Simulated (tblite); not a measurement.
Species: (E)-dimethyl(styryl)phosphine oxide, C₁₀H₁₃OP.
SMILES with atom numbers: `[CH3:1][P:2]([CH3:3])(=[O:4])/[CH:5]=[CH:6]/[c:7]1[cH:8][cH:9][cH:10][cH:11][cH:12]1` (hydrogens: H13, H14, H15 on C1; H16, H17, H18 on C3; H19 on C5; H20 on C6; H21 on C8; H22 on C9; H23 on C10; H24 on C11; H25 on C12)

Computed with GFN2-xTB (tblite), gas phase: L-BFGS steps from a force-field or distance-geometry start until the largest atomic force falls under 0.01 eV/Å.

Step 96: E = -942.6080 eV
```
atom  x, y, z in Å  |  force x, y, z in eV/Å
C1     -3.4086    0.9432    1.0727   -0.001  -0.012  -0.022
P2     -2.5960    0.0355   -0.3044    0.003  -0.057  -0.021
C3     -3.2561   -1.6735   -0.1593   -0.053  -0.117   0.008
O4     -2.8101    0.6420   -1.6238    0.025   0.010   0.015
C5     -0.8675   -0.1222    0.1889    0.075   0.093   0.043
C6      0.0947    0.3377   -0.6119    0.063  -0.003  -0.029
C7      1.5297    0.2812   -0.3763    0.028   0.015   0.017
C8      2.0714   -0.1654    0.8319   -0.003  -0.022   0.003
C9      3.4378   -0.2334    1.0193   -0.005   0.023  -0.009
C10     4.3009    0.1487    0.0041   -0.035  -0.008  -0.022
C11     3.7801    0.6007   -1.1984   -0.003   0.092   0.026
C12     2.4121    0.6805   -1.3848   -0.001  -0.113  -0.005
H13    -3.0927    1.9832    1.0249    0.004  -0.003  -0.003
H14    -4.4854    0.8950    0.9184    0.010   0.013  -0.008
H15    -3.1554    0.5218    2.0412   -0.001   0.010  -0.018
H16    -4.2311   -1.6873   -0.6475    0.038  -0.002   0.081
H17    -2.5970   -2.3651   -0.6864   -0.038   0.102   0.012
H18    -3.3481   -1.9834    0.8806   -0.002   0.018  -0.108
H19    -0.6613   -0.5875    1.1405   -0.023  -0.023   0.008
H20    -0.2104    0.7833   -1.5520   -0.045  -0.002   0.013
H21     1.4195   -0.4624    1.6392   -0.023  -0.001  -0.010
H22     3.8245   -0.5850    1.9653    0.043   0.015  -0.033
H23     5.3707    0.0953    0.1479   -0.035  -0.004  -0.002
H24     4.4471    0.9114   -1.9899   -0.006  -0.023  -0.002
H25     2.0202    1.0294   -2.3310   -0.015  -0.002   0.068
```

Step 97: E = -942.6106 eV
```
atom  x, y, z in Å  |  force x, y, z in eV/Å
C1     -3.4030    0.9450    1.0703   -0.023  -0.006  -0.025
P2     -2.5937    0.0334   -0.3075   -0.035  -0.019  -0.004
C3     -3.2505   -1.6771   -0.1623   -0.079  -0.089   0.014
O4     -2.8111    0.6410   -1.6260    0.034  -0.002   0.018
C5     -0.8660   -0.1185    0.1884    0.013   0.052   0.048
C6      0.0961    0.3412   -0.6110    0.019  -0.029  -0.036
C7      1.5290    0.2801   -0.3742    0.011   0.024   0.020
C8      2.0677   -0.1683    0.8341    0.001  -0.003   0.008
C9      3.4339   -0.2340    1.0214    0.000   0.002  -0.011
C10     4.2959    0.1499    0.0062   -0.006  -0.014  -0.022
C11     3.7774    0.6037   -1.1962   -0.001   0.046   0.011
C12     2.4100    0.6776   -1.3830    0.004  -0.057  -0.011
H13    -3.0958    1.9866    1.0097    0.025   0.007  -0.006
H14    -4.4813    0.8933    0.9282    0.008  -0.009  -0.018
H15    -3.1396    0.5371    2.0417    0.005  -0.005  -0.019
H16    -4.2370   -1.6871   -0.6290    0.080  -0.009   0.070
H17    -2.5988   -2.3633   -0.7055   -0.055   0.098   0.010
H18    -3.3241   -1.9928    0.8770    0.006   0.014  -0.095
H19    -0.6651   -0.5891    1.1374   -0.001  -0.027   0.042
H20    -0.2155    0.7839   -1.5497   -0.011   0.023  -0.011
H21     1.4153   -0.4637    1.6415   -0.021  -0.005  -0.016
H22     3.8210   -0.5898    1.9657    0.050   0.023  -0.028
H23     5.3653    0.0947    0.1481   -0.012   0.000   0.012
H24     4.4429    0.9100   -1.9903    0.006  -0.010   0.010
H25     2.0159    1.0305   -2.3261   -0.019  -0.006   0.039
```

Step 98: E = -942.6119 eV
```
atom  x, y, z in Å  |  force x, y, z in eV/Å
C1     -3.4019    0.9452    1.0686   -0.027  -0.003  -0.024
P2     -2.5932    0.0323   -0.3091   -0.036   0.005   0.012
C3     -3.2495   -1.6787   -0.1634   -0.071  -0.037   0.015
O4     -2.8112    0.6410   -1.6270    0.035  -0.008   0.011
C5     -0.8651   -0.1160    0.1888   -0.016   0.022   0.044
C6      0.0973    0.3418   -0.6112   -0.012  -0.035  -0.019
C7      1.5294    0.2797   -0.3729    0.000   0.014   0.012
C8      2.0673   -0.1698    0.8352    0.001   0.011   0.014
C9      3.4334   -0.2338    1.0223    0.002  -0.011  -0.011
C10     4.2948    0.1505    0.0067    0.005  -0.012  -0.015
C11     3.7769    0.6060   -1.1950   -0.001   0.011  -0.001
C12     2.4097    0.6750   -1.3823    0.006  -0.014  -0.005
H13    -3.0973    1.9874    1.0043    0.030   0.007  -0.008
H14    -4.4807    0.8922    0.9305    0.009  -0.015  -0.021
H15    -3.1351    0.5416    2.0408    0.005  -0.010  -0.018
H16    -4.2405   -1.6871   -0.6187    0.064  -0.011   0.046
H17    -2.6019   -2.3612   -0.7133   -0.041   0.068  -0.011
H18    -3.3138   -1.9953    0.8748    0.009  -0.003  -0.050
H19    -0.6675   -0.5902    1.1367    0.010  -0.017   0.042
H20    -0.2171    0.7841   -1.5491    0.007   0.027  -0.015
H21     1.4141   -0.4639    1.6423   -0.019  -0.010  -0.012
H22     3.8217   -0.5913    1.9654    0.048   0.025  -0.025
H23     5.3640    0.0942    0.1481   -0.002   0.004   0.017
H24     4.4415    0.9095   -1.9906    0.013   0.001   0.010
H25     2.0137    1.0308   -2.3228   -0.020  -0.008   0.015
```

**Question.** Estimate the geometry and energy of step 99. (The exact step hangs on the optimiser's Hessian estimate; all steps are aligned on step 98, rigid shifts and turns removed.)

**Answer.** E = -942.6133 eV, largest force 0.103 eV/Å
```
atom  x, y, z in Å  |  force x, y, z in eV/Å
C1     -3.4032    0.9450    1.0646   -0.014   0.008  -0.019
P2     -2.5940    0.0316   -0.3127   -0.021   0.021   0.025
C3     -3.2489   -1.6797   -0.1621   -0.066  -0.021   0.015
O4     -2.8130    0.6407   -1.6300    0.033  -0.015   0.002
C5     -0.8649   -0.1130    0.1868   -0.036  -0.007   0.034
C6      0.0988    0.3418   -0.6136   -0.037  -0.027   0.009
C7      1.5304    0.2802   -0.3717   -0.012  -0.005   0.000
C8      2.0674   -0.1711    0.8358   -0.003   0.025   0.019
C9      3.4334   -0.2349    1.0236    0.000  -0.022  -0.014
C10     4.2954    0.1499    0.0086    0.005  -0.009  -0.006
C11     3.7781    0.6089   -1.1919    0.002  -0.026  -0.014
C12     2.4112    0.6736   -1.3807    0.002   0.030   0.003
H13    -3.1038    1.9889    0.9962    0.028  -0.006  -0.010
H14    -4.4818    0.8867    0.9296    0.000  -0.016  -0.020
H15    -3.1314    0.5466    2.0376    0.001  -0.010  -0.022
H16    -4.2557   -1.6841   -0.5833    0.094  -0.015   0.040
H17    -2.6180   -2.3573   -0.7378   -0.061   0.072   0.001
H18    -3.2788   -2.0012    0.8762    0.006  -0.013  -0.056
H19    -0.6704   -0.5905    1.1343    0.019  -0.002   0.032
H20    -0.2164    0.7853   -1.5511    0.023   0.020  -0.008
H21     1.4126   -0.4635    1.6420   -0.017  -0.018  -0.002
H22     3.8218   -0.5951    1.9656    0.045   0.028  -0.024
H23     5.3644    0.0918    0.1503    0.001   0.008   0.017
H24     4.4421    0.9100   -1.9886    0.023   0.012   0.009
H25     2.0138    1.0334   -2.3183   -0.016  -0.010  -0.012
```

The energy changes by -0.0015 eV. The first-order estimate −F·Δx gives -0.0021 eV and the mean of the old and new forces, exact on a quadratic surface, -0.0015 eV. The step makes an angle of 81° with the force vector and moves no atom by more than 0.039 Å.

What follows is the cost of the whole relaxation. On Intel Xeon 6975P-C, one thread, no GPU (shared host), this took 1.5 s.
